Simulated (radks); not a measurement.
Values are calculated unless marked as measured or tabulated.
The mean radii <r> (bohr) of the occupied orbitals of an atom or ion are listed with their occupations. Level of theory: scalar-relativistic Kohn-Sham, BP86, spin-unpolarised, spherical densities, point nucleus (a radial shooting solver on a logarithmic mesh with Libxc functionals).

orbital  occ.     <r>
1s          2  0.1035
2s          2  0.5182
2p          6  0.4829
3s          1   1.718
3p          1   1.928
3d          1   2.513

Name the element and its charge.

Answer. Z = 15, phosphorus, charge +2: P2+ in [Ne] 3s1 3p1 3d1. The 1s radius gives Z: for a bare nucleus <r> = (2 gamma + 1)/(2Z) with gamma = sqrt(1 - (Z/c)^2), 0.0996 bohr for Z = 15, and screening makes it slightly larger (0.1035 here). The occupations add up to 13, and the charge is Z minus that.
